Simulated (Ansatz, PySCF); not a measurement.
CH6FNOSi2, SMILES F[Si@H]1N[SiH2]CO1. Atoms are numbered in the order given.

```xyz
12

F     -2.1831    -0.5135     0.7159
Si    -1.1090    -0.0259    -0.4197
N     -0.0994     1.2551     0.1649
Si     1.5767     0.7651     0.3746
C      1.3241    -1.0750    -0.1620
O      0.0155    -1.2210    -0.7350
H     -1.9322     0.2560    -1.6267
H     -0.4544     2.1765     0.4275
H      2.0701     0.8943     1.7926
H      2.5320     1.5270    -0.5092
H      2.0778    -1.3953    -0.9127
H      1.4345    -1.7544     0.7136
```

The structure is a stationary point at PBE-D3(BJ)/def2-SVP. The structure was generated by enumeration; whether it is a known compound was not checked. One conformer was computed; it need not be the lowest.

Vertical ionisation energy (IE) and electron affinity (EA) in eV. Rows of orbital energies are one-electron estimates. Where ΔSCF, EOM or ADC give a negative EA the extra electron is unbound and the value depends on the basis.

```json
[
 {"level": "−ε(HOMO), −ε(LUMO), CAM-B3LYP/def2-TZVP (PySCF)", "IE": "9.26", "EA": "-0.82"},
 {"level": "−ε(HOMO), −ε(LUMO), PBE/def2-TZVP (PySCF)", "IE": "6.44", "EA": "0.95"},
 {"level": "ΔSCF, CAM-B3LYP/def2-SVPD (Ansatz), final states of multiplicity 2 and 2", "IE": "…", "EA": "…"},
 {"level": "ΔSCF, PBE/def2-SVPD (Ansatz), final states of multiplicity 2 and 2", "IE": "9.40", "EA": "-0.98"}
]
```

### Question
Complete the blanks. (An estimate is asked for; the answer gives what the named calculation found.)

### Answer

- ΔSCF, CAM-B3LYP/def2-SVPD (Ansatz, a first-principles code), final states of multiplicity 2 and 2, IE: 10.10
- ΔSCF, CAM-B3LYP/def2-SVPD (Ansatz), final states of multiplicity 2 and 2, EA: -1.31

### Question
What vertical singlet–triplet gap does ΔSCF give with CAM-B3LYP/def2-SVPD (Ansatz) and with PBE/def2-SVPD (Ansatz)? (The exact figures need the calculation; the answer reports its results.)

### Answer
6.34 and 5.47 eV (triplet above singlet where positive).
